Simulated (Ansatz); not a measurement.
Basis-set extrapolation for H₆NOPSi, SMILES `OPN[SiH3]` (PBE0-D4/def2-TZVP geometry, frozen core, the Gaussian-basis code of Ansatz). Multiplicity 1, RHF reference.

```tsv
	def2-TZVPP	def2-QZVPP
HF	-762.609536	-762.636062
MP2 correlation	-0.732246	-0.789453
CCSD(T) correlation	-0.804365	not run
```

Energies in hartree. Use E(X) = E(∞) + A·exp(−7.88·√X) for Hartree–Fock and E(X) = E(∞) + B·X^(−2.97) for correlation, with X = 3 and 4, and add CCSD(T) minus MP2 of the smaller set to the MP2 limit.

Question: What is the CCSD(T) energy at the basis-set limit?

Answer: HF limit: -762.636062 + (-0.026526) × 0.13774 = -762.63972. MP2 limit: -0.789453 + (-0.057207) × 0.74074 = -0.83183. Higher-order term: -0.804365 − (-0.732246) = -0.07212. Total: -763.54367 hartree, 3.53 eV below CCSD(T)/def2-TZVPP.
